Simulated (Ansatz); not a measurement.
Mulliken charges of ClFGeH₄OSi (`F[SiH](Cl)[O][GeH3]`) from B3LYP/def2-TZVPP in Ansatz (PBE0-D4/def2-TZVP geometry).

```json
{"atom": "F1", "x (Å)": "-0.257", "y (Å)": "1.652", "z (Å)": "1.844", "charge (e)": "-0.306"}
{"atom": "Si2", "x (Å)": "0.491", "y (Å)": "1.385", "z (Å)": "0.469", "charge (e)": "0.755"}
{"atom": "Cl3", "x (Å)": "-0.680", "y (Å)": "2.208", "z (Å)": "-0.992", "charge (e)": "-0.251"}
{"atom": "O4", "x (Å)": "0.680", "y (Å)": "-0.185", "z (Å)": "0.224", "charge (e)": "-0.455"}
{"atom": "Ge5", "x (Å)": "-0.310", "y (Å)": "-1.539", "z (Å)": "-0.405", "charge (e)": "0.311"}
{"atom": "H6", "x (Å)": "1.790", "y (Å)": "2.067", "z (Å)": "0.510", "charge (e)": "-0.074"}
{"atom": "H7", "x (Å)": "0.342", "y (Å)": "-2.795", "z (Å)": "0.178", "charge (e)": "0.004"}
{"atom": "H8", "x (Å)": "-1.750", "y (Å)": "-1.348", "z (Å)": "0.089", "charge (e)": "0.011"}
{"atom": "H9", "x (Å)": "-0.217", "y (Å)": "-1.491", "z (Å)": "-1.934", "charge (e)": "0.005"}
```

Question: By hand: the dipole of these point charges (1 e Å = 4.8032 D).

Answer: Σ q r = (0.063, -0.595, -0.235) e Å, of length 0.643 e Å = 3.09 D.

Question: How does the dipole of the full density compare? (Estimate.)

Answer: Ansatz gave: (0.038, -0.407, -0.176) e Å, 2.14 D; the point charges give 1.44 times that, at 2° from its direction.

Point charges leave out the atoms' own dipoles, such as those of lone pairs, and Mulliken's split depends on the basis, so the two needn't agree.

B3LYP here is the variant with VWN-RPA as its local correlation; programs differ in this.
